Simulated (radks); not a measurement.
Q: The mean radii <r> (bohr) of the occupied orbitals of an atom or ion are listed with their occupations. Calculated with a radial shooting solver on a logarithmic mesh with Libxc functionals: non-relativistic Kohn-Sham, PBE, spin-unpolarised, spherical densities, point nucleus.

| orbital | occ. | <r> |
|---|---|---|
| 1s | 2 | 0.2695 |
| 2s | 1 | 1.283 |

Name the element and its charge.

A: Z = 6, carbon, charge +3: C3+ in [He] 2s1. The 1s radius gives Z: for a bare nucleus <r> = 1.5/Z, 0.25 bohr for Z = 6, and screening makes it slightly larger (0.2695 here). The occupations add up to 3, and the charge is Z minus that.
